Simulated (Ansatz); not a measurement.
A structure relaxed at PBE0-D4/def2-TZVP in Ansatz, charge 0, singlet:

```xyz
4

In   -0.0003    0.0003    0.0004
F     1.8913   -0.1379    0.2879
F    -0.8271   -0.9888   -1.4202
F    -1.0640    1.1263    1.1320
```

(1) Give its formula, name or SMILES and point group.

(2) Summarise the bond lengths by kind (pairs closer than 1.2 times the sum of covalent radii, bridged metal pairs left out).

## Answers

(1) InF3. Point group D3h (tolerance 0.1 Å).

(2) 3 × F–In 1.92 Å.

In the def2 sets In takes a core potential; there is no spin–orbit coupling.
